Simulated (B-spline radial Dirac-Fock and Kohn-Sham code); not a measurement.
## Binding energies of Ta¹⁹⁺ at several levels of theory

System: the Ta¹⁹⁺ ion, configuration [Kr] 4d10 4f8.

The density-functional columns are spherical, spin-unpolarised Dirac-Kohn-Sham results without Breit or QED terms: −ε is minus the orbital energy of the initial state and ΔSCF the difference of two total energies. The reference in the last column comes from Dirac-Fock (average of configuration) total-energy differences with a finite nucleus, the Breit interaction including its frequency dependence, and self-energy and vacuum-polarisation corrections. All numbers are from a radial finite-basis atomic code, in eV; a selection of levels is shown. The Kohn-Sham columns are given as differences from the reference. For the 1s level of heavy atoms much of the gap between ΔSCF and the reference is the Breit and QED part, -333.6 eV here; for other levels the error of the functional can be larger.

| level | LDA −ε − DF | LDA ΔSCF − DF | Dirac-Fock |
| --- | --- | --- | --- |
| K (1s) | -236.1 | +321.2 | 67927.5 |
| L1 (2s) | -171.8 | -59.5 | 12203.6 |
| L2 (2p1/2) | -125.4 | +15.4 | 11652.2 |
| L3 (2p3/2) | -138.5 | -15.2 | 10396.5 |
| M1 (3s) | -94.4 | -53.1 | 3229.3 |
| M2 (3p1/2) | -77.1 | -33.6 | 2986.6 |
| M3 (3p3/2) | -76.3 | -35.6 | 2712.2 |
| M4 (3d3/2) | -55.1 | -8.6 | 2308.2 |
| M5 (3d5/2) | -56.3 | -10.8 | 2249.8 |
| N1 (4s) | -49.6 | -27.2 | 1058.6 |
| N2 (4p1/2) | -41.6 | -19.2 | 956.7 |
| N3 (4p3/2) | -41.4 | -19.9 | 889.2 |
| N4 (4d3/2) | -27.8 | -6.5 | 719.9 |
| N5 (4d5/2) | -27.9 | -6.9 | 707.0 |
| N6,7 (4f) | -18.3 | +2.5 | 498.8 |

Values without a named source are computed, but for edge energies of neutral atoms, which are taken from tables.
